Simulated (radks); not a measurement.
The numbers below are computed, except where a source is named.
Question: Species: Nb I. Configuration: [Kr] 4d5 (not the ground configuration). Level of theory: scalar-relativistic Kohn-Sham, PBE, spin-polarised, spherical densities, finite nucleus; open shells are filled with parallel spins first (spin-orbit coupling, left out, can overturn this in heavy ions); Fermi nuclear charge, rms radius 4.324 fm (a radial shooting solver on a logarithmic mesh with Libxc functionals). Some entries of the table are withheld. Estimate them.

orbital,occ.,eigenvalue (hartree),<r^2> (bohr^2),r(max) (bohr)
1s down,1,-691.0841,0.001757,0.02349
1s up,1,-691.0834,0.001757,0.02349
2s up,1,-96.58190,0.02945,0.1332
2s down,1,-96.56947,0.02944,0.1332
2p up,3,-86.22809,0.02318,0.1064
2p down,3,-86.21904,0.02318,0.1064
3s up,1,-16.03132,0.2251,0.3956
3s down,1,-16.02495,0.2251,0.3956
3p up,3,-12.64705,0.2315,0.3893
3p down,3,-12.63993,0.2314,0.3894
3d up,5,-7.11607,0.2262,0.3345
3d down,5,-7.10474,0.2260,0.3347
4s up,1,-2.08316,1.547,(1)
4s down,1,-2.00656,1.520,(2)
4p up,3,-1.21572,1.999,1.130
4p down,3,-1.12669,1.957,1.121
4d up,5,-0.08938,7.146,1.544

Answer: 
(1) 4s up r(max) (bohr): 1.036
(2) 4s down r(max) (bohr): 1.029
